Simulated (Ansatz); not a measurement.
CH$_{6}$AlCl$_{2}$N (`[CH3][Al-]([NH3+])([Cl])[Cl]`). The species carries charge 0 and has multiplicity 1. All single points use the PBE0-D4/def2-TZVP geometry. It is one conformer, not always the lowest.

```xyz
11

C    -1.597    0.100    0.574
Al    0.061    0.758   -0.197
N     1.325   -0.818   -0.308
Cl    0.060    1.268   -2.273
Cl    1.288    2.023    1.011
H    -2.326    0.910    0.661
H    -2.059   -0.678   -0.042
H    -1.452   -0.305    1.581
H     2.200   -0.491   -0.709
H     1.532   -1.211    0.606
H     0.968   -1.557   -0.905
```

Problem. What is the dipole moment at PBE/def2-TZVPP? (Estimate.)

Solution. The calculation gave: 5.91 D, with components (1.92, -5.56, 0.56) D in this frame, pointing from negative to positive charge.

Problem. And with r2SCAN, B3LYP, ωB97M-V? (An estimate is asked.)

Solution. The calculation gave: r2SCAN 6.05 D, B3LYP 6.01 D, ωB97M-V 6.02 D.

Problem. Give the Mulliken charges with PBE, B3LYP, ωB97M-V in def2-TZVPP. (Estimate.)

Solution. Computed: 
```csv
atom,PBE,B3LYP,ωB97M-V
C1,-0.47,-0.47,-0.55
Al2,0.43,0.52,0.48
N3,-0.19,-0.16,-0.14
Cl4,-0.31,-0.34,-0.30
Cl5,-0.31,-0.34,-0.30
H6,0.10,0.10,0.12
H7,0.09,0.08,0.10
H8,0.09,0.08,0.10
H9,0.20,0.18,0.18
H10,0.19,0.17,0.16
H11,0.19,0.17,0.16
```

B3LYP here is the variant with VWN-RPA as its local correlation; programs differ in this.
